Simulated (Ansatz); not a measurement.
Coupled-cluster diagnostics for LaB6⁺ (the lowest singlet isomer of a short search), Ansatz.

Geometry of the singlet (B3LYP-D4/def2-SVP):

```
atom   x (Å)   y (Å)   z (Å)
 La1   1.734  -0.479  -2.862
  B2  -1.457   0.069   1.398
  B3  -0.177  -0.543  -1.543
  B4   0.396   0.465   1.091
  B5  -0.832  -0.227  -0.021
  B6  -0.451   0.640   2.377
  B7   0.786   0.075  -0.439
```

In the def2 sets La takes a core potential; there is no spin–orbit coupling. Correlated methods freeze 6 core orbitals; core or outer-core shells of La are correlated, in sets that lack core-valence functions. Another isomer (singlet) lies 0.10 eV lower at PBE0-D4/def2-TZVP.

**Question.** Estimate the CCSD(T) correlation energy, the shares of MP2 and (T), T1 and the reference's ⟨S²⟩ for: charge 1, singlet, own geometry in def2-TZVPP; and the rough time on 4 threads of Intel Xeon on a shared host.

**Answer.** 
```
                          state       basis  correlation (eV)  MP2 share (%)  (T) share (%)     T1  ⟨S²⟩ (pure)  wall time                  remarks
charge 1, singlet, own geometry  def2-TZVPP           -23.947           92.1            7.8  0.031  0.00 (0.00)    6.9 min  restricted SCF unstable
```
Customary marks for T1 are 0.02 (closed shells), 0.045 (open shells) and about 0.05 (3d metals). T1 exceeds 0.02 in 1 of 1 rows and 0.045 in 0; the higher it lies, the less the single-reference result can be trusted.
